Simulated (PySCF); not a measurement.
Radial density of Ho²⁺ (holmium, charge +2)

UHF, [Xe] 4f11, one real determinant. Computed with PySCF 2.14 in x2c-TZVPPall (11s7p7d4f2g, 113 functions), with the spin-free X2C one-electron Hamiltonian (Gaussian nucleus).

```
r (bohr)  4πr²ρ (e/bohr)  4πr²(ρα − ρβ)
  0.0249           79.41         0.0028
  0.0419           97.44         0.0044
  0.0706           118.1        -0.0008
   0.119           90.22         0.0553
   0.200           103.4         0.6487
   0.336           47.71         2.6863
   0.565           53.52         3.9668
   0.950           18.01         2.0813
    1.60           7.146         0.3458
    2.69          0.7163        -0.0140
    4.52        0.002574        -0.0002
    7.60       3.660e-05         0.0000
```

Densities and radii are taken from the X2C orbitals without a picture-change correction, which distorts them close to the nucleus.

⟨L²⟩ = 34.03 against 42 for a pure I term, so this real determinant mixes terms. Spin-orbit coupling, absent here, splits the open shell strongly.

(1) Where is the radial spin density 4πr²(ρα − ρβ) most negative, and why is it negative at all?

## Answers

(1) Around r = 2.69 bohr, down to -0.0140 e/bohr: exchange with the open shell polarises the paired shells in an unrestricted calculation.
